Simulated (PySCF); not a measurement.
## Computed structure and properties of [Yb(PH3)]3+

System: [Yb(PH3)]3+ (singlet in the valence; each metal's 4f electrons, 13 of them, lie in its core potential, out of spins and levels); start: template (C3v). Method: PySCF 2.14.0, RKS PBE0, Yb lcecp-1-SVP with ECP59, P def2-SVP, H def2-SVP; non-relativistic Hamiltonian with scalar-relativistic core potentials where named; density fitting; no spin-orbit coupling.

Input of the relaxation:

```python
mol = gto.M(atom='''
Yb    -0.00000     0.00000    -0.47473
P      0.00000    -0.00000     2.36277
H      1.21001    -0.00000     3.10597
H     -0.60500     1.04790     3.10597
H     -0.60501    -1.04789     3.10597''',
    basis={'Yb': 'lcecp-1-SVP', 'P': 'def2-SVP', 'H': 'def2-SVP'},
    ecp={'Yb': 'lcecp-1-SVP'},
    charge=3, spin=0)
mf = dft.RKS(mol, xc='PBE0')
mf.grids.atom_grid = (50, 194)  # f atoms: unpruned, at least (60, 302)
mf = mf.density_fit()  # fitting sets: Yb AutoAux, P def2-universal-JKFIT, H def2-universal-JKFIT
mf.conv_tol = 1e-08; mf.max_cycle = 55
mf.kernel(dm0)  # dm0: converged density of the start geometry
# quasi-Newton relaxation in Cartesian coordinates to a largest gradient under 0.00045 Eh/bohr, steps kept in the point group
```

Run from Python with OMP_NUM_THREADS=2; the lines above give its settings. Where DIIS fails, smearing, a level shift and second-order steps follow.
It took 8.5 s on 2 threads of Arm Neoverse V1 (shared host), from the converged density of the start.

Course of the relaxation:

| step | energy above end (eV) | largest force component within the symmetry (eV/Å) |
| --- | --- | --- |
| 0 | 0.3256 | 1.274 |
| 1 | 0.0735 | 1.065 |
| 2 | 0.0103 | 0.448 |
| 3 | 0.0014 | 0.138 |
| 4 | 0.0000 | 0.015 |
| 5 | 0.0000 | 0.010 |

Relaxed geometry (C3v):

```xyz
5

Yb    0.0000    0.0000   -0.3441
P     0.0000    0.0000    2.5091
H     1.3364    0.0000    3.0136
H    -0.6682    1.1574    3.0136
H    -0.6682   -1.1574    3.0136
```

```json
{"contact": "Yb1–P2 (PH3)", "Å": "2.853"}
```

On the finer grid (75, 302):

```json
{
 "HOMO": "-24.71 eV",
 "LUMO": "-19.76 eV",
 "Dipole about the centre of mass": "3.83 D",
 "Set of Mulliken populations of Yb1 outside the core potential": "s 2.31, p 6.07, d 0.37, f 0.00",
 "D3(BJ) dispersion energy (not in the energies)": "-0.125 eV"
}
```

```json
{"atom": "Yb1", "Mulliken (e)": "2.25", "Löwdin (e)": "2.07", "spin (e)": "0.00"}
{"atom": "P2", "Mulliken (e)": "-0.02", "Löwdin (e)": "0.58", "spin (e)": "0.00"}
{"atom": "H3", "Mulliken (e)": "0.26", "Löwdin (e)": "0.12", "spin (e)": "0.00"}
{"atom": "H4", "Mulliken (e)": "0.26", "Löwdin (e)": "0.12", "spin (e)": "0.00"}
{"atom": "H5", "Mulliken (e)": "0.26", "Löwdin (e)": "0.12", "spin (e)": "0.00"}
```

The 4f levels lie in the core potential and are missing. Their spin isn't counted.

On the grid (50, 194), as all that follows. Harmonic modes: a minimum; lowest 215 cm⁻¹ (negative: unstable), highest 2419 cm⁻¹, zero-point energy 0.698 eV.

Taking off one PH3 (charge 0, singlet; the rest: singlet) in vacuum, both parts rigid, costs 6.21 eV; the small basis without counterpoise inflates it. Parting with an electron moved from the ligand to the metal can be far cheaper, even downhill.

Rigid scan of PH3 along the line from its metal:

```csv
distance to P2 (Å),energy (eV)
2.55,0.315
2.65,0.123
2.75,0.027
2.85,0.000
2.95,0.023
3.05,0.080
3.25,0.256
```

One start shape was tried, so this needn't be the lowest isomer.

An lcecp potential fixes the number of 4f electrons, so in runs with it no electron can move into or out of that shell.
